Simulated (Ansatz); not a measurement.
Counterpoise correction, worked out

The pair of H₂ (SMILES [H][H], atoms 1–2) and PH₃ (SMILES P, atoms 3–6), both closed shells, in one local arrangement (a lower one may exist), relaxed at PBE0-D4/def2-TZVP:

```
6
angstrom
H 0.2298 -0.2306 -2.2474
H -0.1515 0.0641 -2.8181
P 0.3473 -0.2595 0.9346
H 0.4079 -0.2653 2.3530
H -1.0575 -0.4617 0.9130
H 0.2241 1.1529 0.8648
```

Ansatz 0.2.0; basis: def2-TZVPPD; cores frozen in the correlated methods.

MP2 total energies in eV:

| system | geometry | basis functions | energy |
| --- | --- | --- | --- |
| pair | pair | all | -9355.82959 |
| H₂ | as in the pair | all (partner as ghosts) | -31.69414 |
| PH₃ | as in the pair | all (partner as ghosts) | -9324.12612 |
| H₂ | as in the pair | its own | -31.69343 |
| PH₃ | as in the pair | its own | -9324.12364 |
| H₂ | free (PBE0-D4 minimum) | its own | -31.69370 |
| PH₃ | free (PBE0-D4 minimum) | its own | -9324.12334 |

Task: Work out the interaction energy with and without the counterpoise correction, the superposition error, and the binding energy from the relaxed fragments.

Result: Without correction: -9355.82959 − (-31.69343) − (-9324.12364) = -0.01252 eV.
With correction (each fragment in the whole basis): -9355.82959 − (-31.69414) − (-9324.12612) = -0.00933 eV = -0.22 kcal/mol.
The superposition error is the difference, 0.00319 eV: each fragment borrows its partner's functions.
Deformation from the free shapes: 0.00027 eV for H₂ and -0.00030 eV for PH₃ (a small negative value is possible, since the free shapes are minima of another method).
Binding energy from relaxed fragments: -0.00933 + 0.00027 + (-0.00030) = -0.00936 eV = -0.22 kcal/mol (electronic, without zero-point energy; negative means bound). For comparison, the corrected interaction energy by CCSD(T) at an estimated basis limit (MP2 extrapolated from triple and quadruple zeta, plus CCSD(T) − MP2 in triple zeta) is -0.013 eV.

T1 diagnostic: at most 0.014.

For scale, one of the runs: CCSD(T)/def2-TZVPPD, 133 basis functions, launched by `ansatz run in.yaml --threads 2 --pin off --events-out ev --progress --plain --max-ram 5222MiB`. The run took 2.6 s on 2 CPU threads of an Intel Xeon 6975P-C (shared host), with 0.72 GiB of host memory at its peak.
